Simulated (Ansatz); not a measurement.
Gas-phase electronic energies from Ansatz, PBE0-D4/def2-TZVP geometries. CCSD(T)/CBS is the MP2 limit (def2-TZVPP, def2-QZVPP) plus CCSD(T) − MP2 in def2-TZVPP, frozen cores. This one scheme is used for every species. DFT in def2-TZVPP. For Ge outer-core shells are correlated without core-valence functions, which leaves a few kJ/mol of doubt a bond. Scalar relativity is left out up to krypton. One conformer a species, not always the lowest.

Consider the cleavage of the Ge–B bond: `O[B]([GeH3])CCl` + `OBF` → `FB[O][GeH3]` + `OBCCl`.

(1) Is it downhill or uphill in electronic energy at CCSD(T)/CBS, and by how much? (An estimate is asked.)

(2) What do these levels give: PBE-D4, ωB97M-V, PBE, r2SCAN, SCS-MP2/def2-QZVPP, MP2/CBS(def2)? (An estimate is asked.)

Largest T1 diagnostic among the species: 0.013.

Results:

(1) Computed: Downhill: ΔE = -45.4 kJ/mol.

(2) Ansatz gave: PBE-D4 -35.1, ωB97M-V -49.9, PBE -38.1, r2SCAN -47.9, SCS-MP2/def2-QZVPP -57.0, MP2/CBS(def2) -48.5 kJ/mol.

In def2-TZVPP, CCSD(T) changes the Hartree–Fock value by +24.7 kJ/mol (the triples alone add +2.2 kJ/mol) and MP2 by +21.6 kJ/mol. From PBE to PBE0 (25 % exact exchange), in def2-TZVPP and without D4, ΔE moves by −4.0 kJ/mol.
